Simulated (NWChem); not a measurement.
System: C2H8Si2; SMILES [SiH3]/C=C\[SiH3]

Results from NWChem. Pople sets run with spherical d functions. Coordinates come from a PBE0/def2-SVP optimisation. Level: M06-2X/6-31G* with SMD (1 M gas to 1 M solution), gas-phase geometry. Reactions with the solvent are ignored.

Among these, which solvent gives the highest value of “cavity-dispersion-structure term (kcal/mol)”?
A. ethanol
B. water
C. ethyl acetate
D. 1,4-dioxane

B, water. Values: ethyl acetate 0.2; ethanol 0.4; 1,4-dioxane 1.0; water 4.7
